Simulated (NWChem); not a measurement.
# I2Sn

```xyz
3

Sn     0.0000     0.0000    -1.1880
I     -2.1161     0.0000     0.5604
I      2.1161     0.0000     0.5604
```
Charge 0, spin multiplicity 1.

The numbers come from NWChem runs, not from measurements. All single points use one geometry, from PBE0/def2-SVP with def2 effective core potentials on Sn, I, a minimum by its harmonic frequencies.

Symmetry labels belong to the abelian group C2v used in the runs, with the axes of the coordinates shown.

Effective core potentials replace the inner electrons of Sn, I; spin-orbit coupling is left out. The structure started from a generated list of species.

**Question.** List the lowest 6 singlet excitations that TD-PBE/def2-SVP with def2 effective core potentials on Sn, I gives, with oscillator strengths.

**Answer.** 
```tsv
state	symmetry	energy (eV)	wavelength (nm)	f
1	a2	2.39	519	0.000
2	b2	2.53	489	0.002
3	b1	3.08	402	0.042
4	b2	3.54	351	0.006
5	a1	3.65	340	0.013
6	a2	4.24	292	0.000
```
